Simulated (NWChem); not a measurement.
Basis-set dependence for CNO

```xyz
3

N      0.0000     0.0000     1.2646
C      0.0000     0.0000     0.0391
O      0.0000     0.0000    -1.1358
```
Charge 0, spin multiplicity 2.

Everything below was run with NWChem. All single points use one geometry, from UPBE0/def2-SVP, a minimum by its harmonic frequencies.

Hartree-Fock energies in Ha, correlation energies in mHa.

The correlated methods keep 3 core orbitals frozen. The Pople sets run with spherical d functions. The structure started from a generated list of species. The unpaired electrons of the parent sit in orbitals of symmetry b1 (C2v labels of the run); other states weren't searched. No SCF solution was tested for a lower state. Open-shell Hartree-Fock references start from PBE0 orbitals. Coupled-cluster values serve here as a point of comparison, not as the truth.

```json
[
 {"basis": "def2-SVP", "functions": "42", "UHF": "-166.99196", "UMP2": "-416.6", "SCS-UMP2": "-400.3", "CCSD on UHF": "-435.9", "CCSD[T] on UHF": "-455.0", "CCSD(T) on UHF": "-452.8"},
 {"basis": "6-311G**", "functions": "54", "UHF": "-167.17031", "UMP2": "-444.8", "SCS-UMP2": "-427.5", "CCSD on UHF": "-460.8", "CCSD[T] on UHF": "-483.7", "CCSD(T) on UHF": "-481.4"},
 {"basis": "def2-TZVP", "functions": "93", "UHF": "-167.19772", "UMP2": "-518.3", "SCS-UMP2": "-503.3", "CCSD on UHF": "not run", "CCSD[T] on UHF": "not run", "CCSD(T) on UHF": "not run"}
]
```

From 6-311G** to def2-TZVP the Hartree-Fock energy moves by -27.4 mHa and the UMP2 correlation energy by -73.5 mHa, which is 14 % of its value in the larger set.
